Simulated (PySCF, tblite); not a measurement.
Isomers of C5H10Si2. Calculated harmonic vibrations of the isolated species, GFN2-xTB (tblite), most abundant isotopes, no scaling. Against measured fundamentals such values can be off by several per cent, at times by over 20. Modes of hydrogen on silicon can be 10 to 20 % off. One conformer each.

Electronic energies: PBE0/pcSseg-1 single points on the GFN2-xTB geometries (PySCF, gas phase).

| SMILES | electronic energy, lowest = 0 (kcal/mol) |
| --- | --- |
| C#C[SiH2][SiH]1CCC1 | 22.6 |
| [SiH3]CC1=CC=C[SiH2]1 | 0.0 |
| CC#CC1[SiH2]C[SiH2]1 | 11.7 |
| C#CC[C@@H]1C[SiH2][SiH2]1 | 32.7 |

Problem. How do GFN2-xTB zero-point energies change the relative energies?

Solution. 
```tsv
SMILES	ZPE (kcal/mol)	of it from modes above 1550 cm⁻¹	electronic (kcal/mol)	with ZPE, lowest = 0 (kcal/mol)	lowest mode (cm⁻¹)	rings
[SiH3]CC1=CC=C[SiH2]1	75.9	40.0	0.0	0.0	49	1
CC#CC1[SiH2]C[SiH2]1	76.2	41.9	11.7	12.0	4	1
C#C[SiH2][SiH]1CCC1	78.4	42.9	22.6	25.1	14i	1
C#CC[C@@H]1C[SiH2][SiH2]1	76.9	41.8	32.7	33.8	36	1
```

The zero-point energies span 2.5 kcal/mol, from `[SiH3]CC1=CC=C[SiH2]1` to `C#C[SiH2][SiH]1CCC1`. Slightly imaginary modes are left out of the zero-point energy: `C#C[SiH2][SiH]1CCC1` 13.5i cm⁻¹. The order is unchanged.

Problem. And how do the electronic energies of GFN2-xTB itself compare?

Solution. `[SiH3]CC1=CC=C[SiH2]1` 0.0; `CC#CC1[SiH2]C[SiH2]1` 21.7; `C#C[SiH2][SiH]1CCC1` 35.4; `C#CC[C@@H]1C[SiH2][SiH2]1` 31.6 kcal/mol, lowest = 0. Against the energies above, taken from the same isomer `[SiH3]CC1=CC=C[SiH2]1`, the largest difference is 12.8 kcal/mol.
